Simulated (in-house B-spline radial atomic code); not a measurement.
Configurations of the krypton ion Kr⁵⁺, with energies counted from [Ar] 3d10 4s2 (4p1/2)1. All numbers are computed (Dirac-Hartree-Fock, average of each configuration as written; Fermi nucleus of rms radius 4.1884 fm) with a B-spline radial code for spherical atoms, not measured. Energies include first-order Breit, QED and recoil terms.

Occupations are held fixed; configurations that lie above the ionisation limit could autoionise.

```json
{"configuration": "[Ar] 3d10 4s1 (4p1/2)2", "E - E(ref) (eV)": "16.318", "highest orbital": "4p1/2", "its <r> (bohr)": "1.55"}
{"configuration": "[Ar] 3d10 4s2 (4d5/2)1", "E - E(ref) (eV)": "26.965", "highest orbital": "4d5/2", "its <r> (bohr)": "1.985"}
{"configuration": "[Ar] 3d10 4s2 7s1", "E - E(ref) (eV)": "60.595", "highest orbital": "7s1/2", "its <r> (bohr)": "7.28"}
{"configuration": "[Ar] 3d10 4s2 (6g9/2)1", "E - E(ref) (eV)": "63.86", "highest orbital": "6g9/2", "its <r> (bohr)": "7.298"}
{"configuration": "[Ar] 3d10 4s1 (4p1/2)1 (6g7/2)1", "E - E(ref) (eV)": "78.851", "highest orbital": "6g7/2", "its <r> (bohr)": "7.286"}
{"configuration": "[Ar] 3d10 4s1 (4p1/2)1 (8g9/2)1", "E - E(ref) (eV)": "84.828", "highest orbital": "8g9/2", "its <r> (bohr)": "14.27"}
{"configuration": "[Ar] (3d3/2)3 (3d5/2)6 4s2 (4p3/2)1 6s1", "E - E(ref) (eV)": "146.07", "highest orbital": "6s1/2", "its <r> (bohr)": "4.758"}
```

Problem. Order these further configurations by energy, lowest first.
A. [Ar] 3d10 4s2 (4p3/2)1
B. [Ne] 3s2 (3p1/2)1 (3p3/2)4 3d10 4s2 (4p3/2)1 8s1
C. [Ar] 3d10 4s2 (4f5/2)1
D. [Ar] 3d10 4s1 (4p1/2)1 (4f7/2)1
E. [Ar] 3d10 4s1 (4p1/2)1 (7f5/2)1

Solution. A (1.0066 eV), C (45.731 eV), D (60.657 eV), E (82.152 eV), B (291.22 eV).

Problem. How far above the reference does [Ar] 3d10 4s2 (5d5/2)1 lie?

Solution. 49.186 eV; its least bound orbital is 5d5/2 with <r> = 3.884 bohr.

Problem. How far above the reference does [Ne] 3s2 (3p1/2)2 (3p3/2)3 3d10 4s2 (4p1/2)1 (4d5/2)1 lie?

Solution. 241.63 eV; its least bound orbital is 4d5/2 with <r> = 1.9 bohr.
